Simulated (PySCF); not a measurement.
Species: C5H10F2OSi.
Numbering: `[F:1][CH:2]([F:3])[C@H:4]1[CH2:5][SiH2:6][CH2:7][CH2:8][O:9]1` (hydrogens: H10 on C2; H11 on C4; H12, H13 on C5; H14, H15 on Si6; H16, H17 on C7; H18, H19 on C8)

Structure used (PBE0-D3(BJ)/def2-SVP), in Å, numbered top down from 1:
```
atom  x, y, z in Å
F1     2.8869    1.4739    0.6185
C2     1.8390    0.9944    1.3265
F3     2.2559   -0.1039    1.9878
C4     0.7038    0.6553    0.3741
C5     1.0711   -0.4864   -0.5718
Si6   -0.4335   -0.9706   -1.6004
C7    -1.8497   -0.8615   -0.3558
C8    -1.6492    0.3586    0.5433
O9    -0.4001    0.3721    1.1908
H10    1.5256    1.7497    2.0676
H11    0.5146    1.5814   -0.2104
H12    1.3804   -1.3507    0.0386
H13    1.9310   -0.1976   -1.1954
H14   -0.2976   -2.3325   -2.2000
H15   -0.6465    0.0221   -2.7025
H16   -1.8517   -1.7728    0.2657
H17   -2.8306   -0.8067   -0.8550
H18   -1.7784    1.2921   -0.0438
H19   -2.4004    0.3783    1.3479
```

Computed with PySCF at PBE0/pcSseg-1, non-relativistic, on one gas-phase PBE0-D3(BJ)/def2-SVP geometry that isn't relaxed in the solvent. The solvent is an IEF-PCM continuum (cavity from Bondi-type radii × 1.2). The model holds no explicit solvent molecules, cavitation or dispersion.

Gas phase at PBE0/pcSseg-1: HOMO -7.82 eV, LUMO 0.97 eV, dipole 2.42 D.

Task: What does the continuum do to the energy, the frontier levels and the dipole at PBE0/pcSseg-1 in chloroform and water?

Result: 
```json
{"solvent": "chloroform", "ε": "4.711", "E(solvent) − E(gas) (kJ/mol)": "-13.69", "polarisation term (kJ/mol)": "-14.85", "distortion of the solute (kJ/mol)": "1.16", "HOMO (eV)": "-7.69", "LUMO (eV)": "1.16", "dipole (D)": "2.83"}
{"solvent": "water", "ε": "78.36", "E(solvent) − E(gas) (kJ/mol)": "-19.40", "polarisation term (kJ/mol)": "-21.93", "distortion of the solute (kJ/mol)": "2.53", "HOMO (eV)": "-7.66", "LUMO (eV)": "1.22", "dipole (D)": "3.03"}
```

The polarisation term is half the interaction of the solute with the surface charges that it induces; the rest is the cost of distorting the solute's density. The sum is the electrostatic part of solvation alone. From chloroform to water the lowering changes by a factor 1.42, Onsager's factor (ε − 1)/(2ε + 1) by 1.38 and ε itself by 16.6.

Task: Which radius a makes the point-dipole formula ΔE = −[(ε − 1)/(2ε + 1)]·μ²/a³ give the value in water, with the gas-phase dipole?

Result: μ = 0.951 au and |ΔE| = 0.00739 Eh give a = 2.07 Å; the farthest nucleus lies 3.30 Å from the centroid of the nuclei, so such a sphere wouldn't even hold the nuclei. The formula assumes a rigid point dipole at the centre of a sphere.

Task: Give the dipole vector in the frame of the coordinates (D, pointing from negative to positive charge), gas and water.

Result: Gas (-2.17, 0.51, -0.94), solvent (-2.63, 0.86, -1.21). Its length changes by +25 % and its direction by 5°.

Task: Which Hirshfeld charges (PBE0/pcSseg-1) respond most in chloroform (means over atoms taken as equivalent)?

Result: 
```json
{"atoms": "O9", "environment": "cyclic ether oxygen", "gas (e)": "-0.137", "solvent (e)": "-0.147", "change": "-0.010"}
{"atoms": "F3", "environment": "fluorine of a CF2 group", "gas (e)": "-0.094", "solvent (e)": "-0.103", "change": "-0.009"}
{"atoms": "H11", "environment": "methine hydrogen", "gas (e)": "+0.034", "solvent (e)": "+0.041", "change": "+0.007"}
{"atoms": "H10", "environment": "methine hydrogen", "gas (e)": "+0.048", "solvent (e)": "+0.054", "change": "+0.006"}
{"atoms": "F1", "environment": "fluorine of a CF2 group", "gas (e)": "-0.100", "solvent (e)": "-0.106", "change": "-0.006"}
{"atoms": "H18", "environment": "methylene hydrogen", "gas (e)": "+0.032", "solvent (e)": "+0.037", "change": "+0.005"}
{"atoms": "H17", "environment": "methylene hydrogen", "gas (e)": "+0.045", "solvent (e)": "+0.050", "change": "+0.005"}
{"atoms": "Si6", "environment": "SiH2 silicon", "gas (e)": "+0.338", "solvent (e)": "+0.340", "change": "+0.002"}
```

Task: Which Mayer bond orders change most in chloroform?

Result: 
| bond | length (Å) | gas | solvent | change |
| --- | --- | --- | --- | --- |
| C2–F3 | 1.348 | 0.969 | 0.957 | -0.012 |
| C8–O9 | 1.407 | 0.923 | 0.914 | -0.009 |
| F1–C2 | 1.352 | 0.951 | 0.944 | -0.007 |
| Si6–C7 | 1.889 | 0.909 | 0.915 | +0.006 |
| O9–C4 | 1.402 | 0.906 | 0.901 | -0.005 |
| C2–C4 | 1.520 | 0.986 | 0.990 | +0.004 |
| C7–H17 | 1.102 | 0.943 | 0.940 | -0.003 |
| C5–Si6 | 1.886 | 0.896 | 0.894 | -0.002 |

Task: How do the nuclear quadrupole coupling constants eQVzz/h respond in chloroform?

Result: 
```tsv
nucleus	Q (barn)	gas (MHz)	solvent (MHz)	η gas	η solvent
17O at O9	-0.0256	-12.06	-11.97	0.95	0.95
```
